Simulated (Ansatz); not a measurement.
Ge2Te3⁻, 5 atoms. Hardware: 4 threads of Arm Neoverse V1 on a shared host.

In the def2 sets Te takes a core potential; there is no spin–orbit coupling. Correlated methods freeze 30 core orbitals; core or outer-core shells of Ge, Te are correlated, in sets that lack core-valence functions.

**Question.** How many basis functions does each of these Ansatz runs have, and roughly what does it cost? MP2/def2-TZVPD, charge -1 doublet, energy, from earlier orbitals; r2SCAN-D4/def2-TZVPD, charge -1 doublet, energy, from earlier orbitals; PBE-D4/def2-TZVPD, charge -1 doublet, energy and forces, from earlier orbitals; RPA@PBE/def2-TZVPD, charge -1 doublet, energy, from earlier orbitals; PBE0-D4/def2-SVP, charge -1 doublet, energy with a search over starts; PBE-QIDH/def2-TZVPD, charge -1 doublet, energy, from earlier orbitals; revPBE-D4/def2-TZVPD, charge -1 doublet, energy, from earlier orbitals; PBE0-D4/def2-TZVPD, charge -1 doublet, energy, from earlier orbitals; PBE-D4/def2-SVPD, charge -1 doublet, relaxation, 11 steps.

**Answer.** Other jobs shared the machine, so times can vary by a factor of up to 3. A dash marks memory too small to be measured apart from the calling script's.

| run | functions | fitting or Cholesky vectors | wall time | peak host memory (GiB) |
| --- | --- | --- | --- | --- |
| revPBE-D4/def2-TZVPD, charge -1 doublet, energy, from earlier orbitals | 285 | 2093 | 14 s | 0.72 |
| PBE-D4/def2-TZVPD, charge -1 doublet, energy and forces, from earlier orbitals | 285 | 2093 | 14 s | 0.72 |
| PBE0-D4/def2-SVP, charge -1 doublet, energy with a search over starts | 142 | 1631 | 16 s | 0.82 |
| r2SCAN-D4/def2-TZVPD, charge -1 doublet, energy, from earlier orbitals | 285 | 2093 | 27 s | 0.83 |
| PBE0-D4/def2-TZVPD, charge -1 doublet, energy, from earlier orbitals | 285 | 2290 | 32 s | 1.8 |
| RPA@PBE/def2-TZVPD, charge -1 doublet, energy, from earlier orbitals | 285 | 2290 | 39 s | 1.5 |
| MP2/def2-TZVPD, charge -1 doublet, energy, from earlier orbitals | 285 | 2290 | 47 s | 1.7 |
| PBE-D4/def2-SVPD, charge -1 doublet, relaxation, 11 steps | 181 | 1958 | 57 s | – |
| PBE-QIDH/def2-TZVPD, charge -1 doublet, energy, from earlier orbitals | 285 | 2290 | 59 s | 1.8 |
